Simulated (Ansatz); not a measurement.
ClFH2NNbS (`[NH2][Nb]([F])(=[S])[Cl]`). Charge 0, multiplicity 1. Nb takes the def2 core potential. The structure was optimised at the PBE0-D4/def2-TZVP level. It is one conformer, not always the lowest.

```xyz
7

N    -1.111    0.491   -0.109
Nb    0.679   -0.211    0.096
F     1.890    1.187    0.308
S     0.586   -1.432    1.838
Cl    1.221   -1.457   -1.747
H    -1.913    0.291    0.470
H    -1.352    1.132   -0.856
```

Problem. What is the dipole moment at B3LYP/def2-TZVPP? (Best estimate.)

Solution. Ansatz gave: 3.36 D, with components (-2.76, 1.63, -1.02) D in this frame, pointing from negative to positive charge.

Problem. And with PBE, r2SCAN, ωB97M-V? (Estimate.)

Solution. Ansatz gave: PBE 3.35 D, r2SCAN 3.44 D, ωB97M-V 3.38 D.

Problem. Give the Mulliken charges with B3LYP, PBE, r2SCAN in def2-TZVPP. (An estimate is asked.)

Solution. The calculation gave: 
```json
{"atom": "N1", "B3LYP": "-0.52", "PBE": "-0.50", "r2SCAN": "-0.55"}
{"atom": "Nb2", "B3LYP": "1.25", "PBE": "1.12", "r2SCAN": "1.24"}
{"atom": "F3", "B3LYP": "-0.38", "PBE": "-0.33", "r2SCAN": "-0.37"}
{"atom": "S4", "B3LYP": "-0.37", "PBE": "-0.37", "r2SCAN": "-0.39"}
{"atom": "Cl5", "B3LYP": "-0.31", "PBE": "-0.29", "r2SCAN": "-0.32"}
{"atom": "H6", "B3LYP": "0.18", "PBE": "0.19", "r2SCAN": "0.20"}
{"atom": "H7", "B3LYP": "0.16", "PBE": "0.17", "r2SCAN": "0.18"}
```

B3LYP here is the variant with VWN-RPA as its local correlation; programs differ in this.
